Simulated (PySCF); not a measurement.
Si(H)2(OMe)(SeH) (CH6OSeSi), SMILES CO[SiH2][SeH]. The structure is a stationary point at B3LYP-D3(BJ)/def2-SVP. This is a generated structure with no PubChem entry under its InChIKey; it may be hypothetical. One conformer was computed; it need not be the lowest.

Computed equilibrium geometry at B3LYP-D3(BJ)/def2-SVP (PySCF confirms it by a frequency run) as a Z-matrix (one conformer of several):
```
O
C 1 1.4103
H 2 1.1006 1 108.57
H 2 1.1053 3 108.39 1 121.25
H 2 1.1066 3 108.17 4 117.22
Si 1 1.6603 2 125.11 3 178.03
H 6 1.4803 1 106.07 2 -174.25
H 6 1.4911 7 112.60 1 121.18
Se 6 2.3039 7 106.74 8 117.75
H 9 1.4758 6 93.11 7 -155.07
```
Charge 0, spin multiplicity 1.
